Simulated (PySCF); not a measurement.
SMILES O=C(C)C[CH]C (C5H9O), doublet, GFN2-xTB optimised geometry.

```
15

C      1.84     0.69    -2.27
C      1.63    -0.53    -1.45
C      1.41    -0.50     0.00
C     -0.12    -0.50     0.00
C     -0.75     0.87     0.00
O     -0.76    -1.52    -0.04
H      2.64     0.52    -2.99
H      0.95     0.94    -2.85
H      2.10     1.54    -1.65
H      1.48    -1.46    -1.97
H      1.81     0.40     0.47
H      1.77    -1.40     0.49
H     -1.81     0.80    -0.22
H     -0.27     1.52    -0.73
H     -0.62     1.31     0.99
```

Density from unrestricted CAM-B3LYP/def2-TZVP (PySCF) at that geometry.

Minimum of the electron density along straight lines between bonded atoms, close to the bond critical point (lines longer than 1.1 times the sum of covalent radii, or with two minima, are not listed):

```csv
bond,length / Å,ρ at the minimum / e bohr⁻³,∇²ρ there / e bohr⁻⁵,position (fraction from the first atom)
C1–C2,1.478,0.270,-0.72,0.49
C2–C3,1.471,0.271,-0.72,0.50
C3–C4,1.532,…,…,0.49
C4–C5,1.507,0.263,-0.70,0.51
C4–O6,1.209,…,-0.19,0.34
C1–H7,1.092,0.276,-0.94,0.64
C1–H8,1.097,0.273,-0.92,0.64
C1–H9,1.088,0.280,-0.97,0.64
C2–H10,1.077,0.290,-1.03,0.65
C3–H11,1.088,0.282,-0.98,0.64
C3–H12,1.090,0.281,-0.98,0.65
C5–H13,1.088,0.282,-0.98,0.65
C5–H14,1.086,0.280,-0.97,0.64
C5–H15,1.090,0.276,-0.94,0.64
```

Question: Fill in the missing entries.

Answer: 
- C3–C4, ρ at the minimum / e bohr⁻³: 0.248
- C3–C4, ∇²ρ there / e bohr⁻⁵: -0.61
- C4–O6, ρ at the minimum / e bohr⁻³: 0.426
